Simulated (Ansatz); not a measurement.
C4H6AlClO2 (`[CH3][Al-]1([Cl])[O]C=CC=[O+]1`). Charge 0, multiplicity 1. The structure was optimised at the PBE0-D4/def2-TZVP level.

```xyz
14

C     0.284    1.912   -1.671
Al   -0.042    1.084    0.047
Cl   -0.427    2.288    1.751
O    -1.375   -0.176   -0.008
C    -1.290   -1.351    0.457
C    -0.137   -1.943    0.956
C     1.083   -1.280    0.943
O     1.276   -0.096    0.534
H     1.155    2.572   -1.632
H     0.465    1.172   -2.456
H    -0.567    2.523   -1.983
H    -2.215   -1.936    0.439
H    -0.182   -2.957    1.327
H     1.973   -1.810    1.295
```

Question: What is the dipole moment at r2SCAN/def2-TZVPP? (An estimate is asked.)

Answer: Computed: 4.97 D, with components (0.25, -4.94, -0.50) D in this frame, pointing from negative to positive charge.

Question: And with PBE, B3LYP, ωB97M-V? (Estimate.)

Answer: Ansatz gave: PBE 4.76 D, B3LYP 5.10 D, ωB97M-V 5.14 D.

Question: Give the Mulliken charges with r2SCAN, PBE, B3LYP in def2-TZVPP. (Estimate.)

Answer: Ansatz gave: 
```json
{"atom": "C1", "r2SCAN": "-0.38", "PBE": "-0.44", "B3LYP": "-0.45"}
{"atom": "Al2", "r2SCAN": "0.52", "PBE": "0.42", "B3LYP": "0.54"}
{"atom": "Cl3", "r2SCAN": "-0.31", "PBE": "-0.29", "B3LYP": "-0.32"}
{"atom": "O4", "r2SCAN": "-0.29", "PBE": "-0.20", "B3LYP": "-0.26"}
{"atom": "C5", "r2SCAN": "0.24", "PBE": "0.13", "B3LYP": "0.16"}
{"atom": "C6", "r2SCAN": "-0.20", "PBE": "-0.15", "B3LYP": "-0.18"}
{"atom": "C7", "r2SCAN": "0.24", "PBE": "0.13", "B3LYP": "0.16"}
{"atom": "O8", "r2SCAN": "-0.29", "PBE": "-0.20", "B3LYP": "-0.26"}
{"atom": "H9", "r2SCAN": "0.07", "PBE": "0.10", "B3LYP": "0.09"}
{"atom": "H10", "r2SCAN": "0.06", "PBE": "0.09", "B3LYP": "0.08"}
{"atom": "H11", "r2SCAN": "0.07", "PBE": "0.10", "B3LYP": "0.09"}
{"atom": "H12", "r2SCAN": "0.09", "PBE": "0.10", "B3LYP": "0.12"}
{"atom": "H13", "r2SCAN": "0.10", "PBE": "0.11", "B3LYP": "0.13"}
{"atom": "H14", "r2SCAN": "0.09", "PBE": "0.10", "B3LYP": "0.12"}
```

B3LYP here is the variant with VWN-RPA as its local correlation; programs differ in this.
